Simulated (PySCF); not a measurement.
Compound: C4H6F3SSi (doublet state).
Structure used (GFN2-xTB), in Å, numbered top down from 1:
```
atom  x, y, z in Å
F1     2.6872    0.7731   -1.1396
C2     2.5396   -0.2886   -0.3387
F3     3.6351   -1.0330   -0.4523
F4     2.5040    0.1860    0.9126
S5     1.0559   -1.2549   -0.7526
C6    -0.1860    0.0636   -0.6068
C7    -0.5807    0.4393    0.8279
C8    -2.1160    0.3798    0.7360
Si9   -2.0029   -0.5071   -0.9656
H10    0.1842    0.9018   -1.1938
H11   -0.2084   -0.3056    1.5305
H12   -0.1970    1.4138    1.1302
H13   -2.5822   -0.1719    1.5494
H14   -2.5621    1.3718    0.7157
H15   -2.1750   -1.9600   -0.9975
```

The hyperfine couplings belong to this conformer and change with its torsions.

As a line formula: `FC(F)(F)S[C@@H]1CC[SiH]1` [radical].

Computed with UKS B3LYP, pcH-1 on C F H S Si, non-relativistic, mean-field spin-orbit, GIAO in PySCF 2.14.0. Geometry: GFN2-xTB, one conformer, isolated molecule. The geometry wasn't refined by DFT: couplings that depend on bond lengths, twists or pyramidal angles can differ widely from those at the functional's own minimum, by a factor of two or more for some ions and for spin on atoms past the first row. The SCF solution wasn't tested for stability.

Problem. What are g_iso and the isotropic 1H coupling of H15?

Solution. g_iso = 2.00323 and a = +78.30 MHz, or +2.793 mT (Mulliken spin population +0.03).

Problem. Take this nucleus alone (I = 1/2, g_N = 5.5857) with S = 1/2. Where do its 2 lines fall at 9.659 GHz to first order, to second order and exactly?

Solution. B0 = hν/(g μB) = 344.501 mT and a/B0 = 0.0081. B(1) = B0 − a·mI, B(2) = B(1) − a²[I(I+1) − mI²]/(2B0); the exact values solve the Breit–Rabi equation, nuclear Zeeman term included.

```
  mI  first order (mT)  second order (mT)  exact (mT)  exact − first order
−1/2           345.898            345.892     345.892               -0.006
+1/2           343.105            343.099     343.099               -0.006
```

Problem. What g and a would be read from the two outer exact lines by first-order rules?

Solution. Their midpoint, 344.496 mT, gives an apparent g of 2.00326 (true 2.00323), and their distance over 2I an apparent |a| of 2.793 mT (true 2.793).

Other couplings of abundant isotopes, left aside here: 1 × 1H 26 MHz, 1 × 1H 18 MHz, 1 × 1H 15 MHz, 1 × 1H 11 MHz, 3 × 19F 4 MHz, 1 × 1H 3 MHz.

Means are taken over nuclei equivalent by connectivity, which assumes that they swap fast. The three 19F nuclei of mean +3.6 MHz run from 0.8 to 7.8 MHz in the frozen geometry.

On one thread of an Arm Neoverse V2, shared host with 96 logical CPUs at a one-minute load of 48, this took 2.0 min of wall time (grids of density and orbitals included) and 1.1 GiB of memory at its peak.
